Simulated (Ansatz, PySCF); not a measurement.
germylmethylgermane (CH₈Ge₂), SMILES [GeH3][CH2][GeH3]. Atoms are numbered in the order given.

```xyz
11

Ge     1.5796     0.4995    -0.0289
C      0.2252    -0.9177    -0.1649
Ge    -1.6274    -0.3042     0.0648
H      2.9921    -0.0856    -0.2235
H      1.3323     1.5701    -1.1081
H      1.5055     1.1683     1.3566
H      0.4395    -1.6842     0.5977
H      0.3171    -1.3992    -1.1521
H     -1.9737     0.7413    -1.0119
H     -1.8010     0.3402     1.4529
H     -2.6058    -1.4885    -0.0594
```

Coordinates come from a TPSSh-D3(BJ)/def2-SVP optimisation.

Two levels are set side by side: PBE-D3(BJ)/def2-SVP (Ansatz, an electronic-structure program) and TPSSh-D3(BJ)/def2-SVP (PySCF). Each level has its own optimised geometry; the coordinates shown are those of the second. Frequencies come from the Hessian of PySCF at each geometry. Differences are taken from unrounded values.

```csv
quantity,TPSSh-D3(BJ)
mean bond length (Å),1.538
bond Ge1–C2 (Å),1.965
bond C2–Ge3 (Å),1.965
bond Ge1–H4 (Å),1.541
bond Ge1–H5 (Å),1.540
bond Ge1–H6 (Å),1.540
bond C2–H7 (Å),1.102
bond C2–H8 (Å),1.102
bond Ge3–H9 (Å),1.540
bond Ge3–H10 (Å),1.540
bond Ge3–H11 (Å),1.541
highest harmonic wavenumber (cm⁻¹),3121
mean harmonic wavenumber (cm⁻¹),1192
zero-point energy (kcal/mol),46.02
```

Q: What does PBE-D3(BJ) give, and how far is it from TPSSh-D3(BJ)? (An estimate is asked for; the answer gives what the named calculation found.)

A: 
| quantity | PBE-D3(BJ) | PBE-D3(BJ) minus TPSSh-D3(BJ) |
|---|---|---|
| mean bond length (Å) | 1.548 | 0.010 |
| bond Ge1–C2 (Å) | 1.972 | 0.007 |
| bond C2–Ge3 (Å) | 1.972 | 0.007 |
| bond Ge1–H4 (Å) | 1.553 | 0.012 |
| bond Ge1–H5 (Å) | 1.552 | 0.012 |
| bond Ge1–H6 (Å) | 1.552 | 0.012 |
| bond C2–H7 (Å) | 1.109 | 0.007 |
| bond C2–H8 (Å) | 1.109 | 0.007 |
| bond Ge3–H9 (Å) | 1.552 | 0.012 |
| bond Ge3–H10 (Å) | 1.552 | 0.012 |
| bond Ge3–H11 (Å) | 1.553 | 0.012 |
| highest harmonic wavenumber (cm⁻¹) | 3073 | -48 |
| mean harmonic wavenumber (cm⁻¹) | 1155 | -38 |
| zero-point energy (kcal/mol) | 44.57 | -1.45 |

GGA bonds tend to be longer and softer than those of functionals with exact exchange. Differences between two approximate levels are no errors against the true value.
